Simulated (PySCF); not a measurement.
Does the answer move with the share of exact exchange?

CH4BBr.
InChI=1S/CH4BBr/c1-2-3/h2H,1H3

PySCF, def2-SVPD basis, density fitting, gas phase, PBE0-D3(BJ)/def2-SVP geometry; singlet excitations by full TDDFT with frozen cores, triplets by Tamm–Dancoff TDDFT and ionisation energies by ΔSCF, from the lowest of the holes tried. One functional is left out:

```json
{"functional": "LDA", "exact exchange (%)": "0", "HOMO energy (eV)": "-6.87", "LUMO energy (eV)": "-2.66", "lowest singlet excitation (eV)": "4.33", "lowest triplet excitation (eV)": "4.10", "dipole moment (D)": "1.405", "mean polarisability (au)": "52.8", "vertical ionisation energy (eV)": "10.30"}
{"functional": "PBE", "exact exchange (%)": "0", "HOMO energy (eV)": "-6.76", "LUMO energy (eV)": "-2.43", "lowest singlet excitation (eV)": "4.43", "lowest triplet excitation (eV)": "4.17", "dipole moment (D)": "1.345", "mean polarisability (au)": "52.2", "vertical ionisation energy (eV)": "10.15"}
{"functional": "B3LYP", "exact exchange (%)": "20", "HOMO energy (eV)": "-7.80", "LUMO energy (eV)": "-1.65", "lowest singlet excitation (eV)": "4.84", "lowest triplet excitation (eV)": "4.58", "dipole moment (D)": "1.409", "mean polarisability (au)": "50.6", "vertical ionisation energy (eV)": "10.42"}
{"functional": "BHandHLYP", "exact exchange (%)": "50", "HOMO energy (eV)": "-9.18", "LUMO energy (eV)": "-0.37", "lowest singlet excitation (eV)": "5.40", "lowest triplet excitation (eV)": "5.09", "dipole moment (D)": "1.528", "mean polarisability (au)": "48.5", "vertical ionisation energy (eV)": "10.50"}
```

Task: Predict the row of PBE0 (25 % exact exchange) by straight lines through the other rows, and check it.

Result: 
| property | line | computed | computed − line | B3LYP (20 %), for comparison |
| --- | --- | --- | --- | --- |
| HOMO energy (eV) | -8.01 | -8.04 | -0.03 | -7.80 |
| LUMO energy (eV) | -1.45 | -1.46 | -0.01 | -1.65 |
| lowest singlet excitation (eV) | 4.90 | 4.92 | +0.02 | 4.84 |
| lowest triplet excitation (eV) | 4.63 | 4.61 | -0.02 | 4.58 |
| dipole moment (D) | 1.444 | 1.460 | +0.016 | 1.409 |
| mean polarisability (au) | 50.4 | 50.0 | -0.4 | 50.6 |
| vertical ionisation energy (eV) | 10.38 | 10.42 | +0.04 | 10.42 |

Task: Which of these properties follows the share of exact exchange most closely, and which least?

Result: Most closely the HOMO energy, least the vertical ionisation energy; the correlations over the tabulated rows are HOMO energy -0.999, LUMO energy 0.996, lowest triplet excitation 0.996, lowest singlet excitation 0.995, mean polarisability -0.989, dipole moment 0.931, vertical ionisation energy 0.872. The HOMO energy moves by -0.474 eV for every 10 %. Functionals with the same share still differ in their other parts: at 0 % LDA and PBE differ by 0.11 eV in it.
